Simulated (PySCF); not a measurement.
# H4Si4, SMILES `[SiH2]=[Si]1[SiH]=[SiH]1` (charge 0, multiplicity 1)

Calculation: PBE0-D3(BJ)/def2-TZVP run with PySCF.

```
Property                         Value
-------------  -----------------------
HOMO                          -5.71 eV
dipole moment                   3.98 D
HOMO–LUMO gap                  3.38 eV
LUMO                          -2.33 eV
total energy             -1159.8115 Ha
cost           roughly 50 core-seconds
```

```xyz
8

Si     2.3474    -0.8344    -0.3342
Si     0.2703    -0.0377     0.0816
Si    -1.3960     1.3345    -0.5836
Si    -1.9237    -0.5102     0.3368
H      3.0528     0.4658    -0.0276
H      2.4765    -1.5692     0.9794
H     -1.8363     2.5985    -1.2347
H     -2.9909    -1.4473     0.7823
```
